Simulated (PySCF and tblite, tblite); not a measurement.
One step of a conformer study of C₅H₃BrN₂O, numbered as in [O:1]=[CH:2][c:3]1[cH:4][n:5][n:6][cH:7][c:8]1[Br:9]: tblite, GFN2-xTB geometry optimisation, gas phase; conformer with 0°.

Torsions listed: O1–C2–C3–C4.

Input:

```
{"job": {"xc": "GFN2-xTB", "basis": "xTB", "kind": "relax"}, "charge": 0, "multiplicity": 1}
O      2.823900    -0.460600    -0.084600
C      1.916000     0.375500     0.034300
C      0.514900    -0.029000    -0.004600
C      0.206500    -1.354900    -0.214200
N     -1.061300    -1.824400    -0.260500
N     -2.098400    -0.952500    -0.135800
C     -1.834300     0.361100     0.056900
C     -0.543900     0.870800     0.134200
Br    -0.334300     2.722900     0.407000
H      2.158600     1.431800     0.205400
H      0.973300    -2.121800    -0.323900
H     -2.719600     0.980400     0.159800
```

Launched as:

```sh
OMP_NUM_THREADS=1 python ens_run.py task.json out
```

Output (atoms count from 0 there):

```
step      E/eV     max force
  0    -711.49693    3.095
  1    -711.69394    3.622
  2    -711.75459    1.280
  3    -711.77300    0.364
  4    -711.77678    0.216
  5    -711.77998    0.251
  6    -711.78223    0.122
  7    -711.78291    0.055
  8    -711.78326    0.052
  9    -711.78351    0.060
 10    -711.78378    0.051
 11    -711.78402    0.038
 12    -711.78402    0.038
 13    -711.78413    0.029
 14    -711.78434    0.028
 15    -711.78440    0.032
 16    -711.78455    0.042
 17    -711.78469    0.047
 18    -711.78480    0.031
 19    -711.78490    0.025
 20    -711.78497    0.026
 21    -711.78503    0.024
 22    -711.78508    0.015
 23    -711.78510    0.010
 24    -711.78511    0.006
 25    -711.78511    0.004
 26    -711.78511    0.004
```
